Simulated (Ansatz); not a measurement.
Geometry optimisation, Ansatz 0.2.0, RKS B3LYP-D4/def2-SVP.

Input file:

```yaml
crystal:
  periodic: [false, false, false]
  atoms:
    - { symbol: Sn, position_ang: [0.0, 0.0, 0.0] }
    - { symbol: H, position_ang: [0.0, 0.0, 1.74] }
    - { symbol: O, position_ang: [1.8483, 0.0, -0.6527] }
    - { symbol: H, position_ang: [2.1646, -0.9521, -0.7693] }
    - { symbol: C, position_ang: [-1.0126, 1.7544, -0.716] }
    - { symbol: H, position_ang: [-2.0653, 1.5008, -0.9603] }
    - { symbol: H, position_ang: [-0.9943, 2.5391, 0.069] }
    - { symbol: H, position_ang: [-0.5023, 2.131, -1.6269] }
    - { symbol: Cl, position_ang: [-1.1351, -1.9666, -0.8025] }
basis:
  gaussian: { orbitals: def2-SVP }
hamiltonian:
  xc: b3lyp
  dispersion: d4
relax:
  f_tol: 0.02
  max_steps: 40
```

Command:

```bash
$ ansatz run input.yaml --threads 2 --pin off --max-ram 3072MiB --backend cpu --events-out ev --progress --plain --runs-dir out
```

Question: Where does it end, and by what steps?

Answer: It converged. The force dipped under the threshold on the way, but the program's further checks kept it going. After 15 steps the energy has fallen by 0.127 eV; O3 moved furthest, 0.23 Å.

| step | energy less start (eV) | largest force component (eV/Å) | accepted |
| --- | --- | --- | --- |
| 0 | 0.0000 | 1.950 | yes |
| 1 | -0.0868 | 0.633 | yes |
| 2 | -0.1149 | 0.396 | yes |
| 3 | -0.1169 | 0.340 | yes |
| 4 | -0.1242 | 0.059 | yes |
| 5 | -0.1258 | 0.050 | yes |
| 6 | -0.1264 | 0.029 | yes |
| 7 | -0.1266 | 0.018 | yes |
| 8 | -0.1268 | 0.025 | yes |
| 9 | -0.1269 | 0.053 | yes |
| 10 | -0.1269 | 0.060 | yes |
| 11 | -0.1271 | 0.046 | yes |
| 12 | -0.1273 | 0.006 | yes |
| 13 | -0.1274 | 0.007 | yes |
| 14 | -0.1248 | 0.200 | no |
| 15 | -0.1274 | 0.003 | yes |

```xyz
9
Properties=species:S:1:pos:R:3
Sn -0.050 0.018 0.065
H 0.148 -0.170 1.764
O 1.720 -0.020 -0.846
H 2.213 -0.839 -0.695
C -1.005 1.766 -0.729
H -1.968 1.472 -1.167
H -1.163 2.515 0.059
H -0.345 2.171 -1.509
Cl -1.248 -1.906 -0.662
```

Whether the end is a true minimum wasn't checked by a vibrational analysis.

Time of the run: 50 s on 2 threads of Arm Neoverse V1 (shared host), peak memory 0.22 GiB.
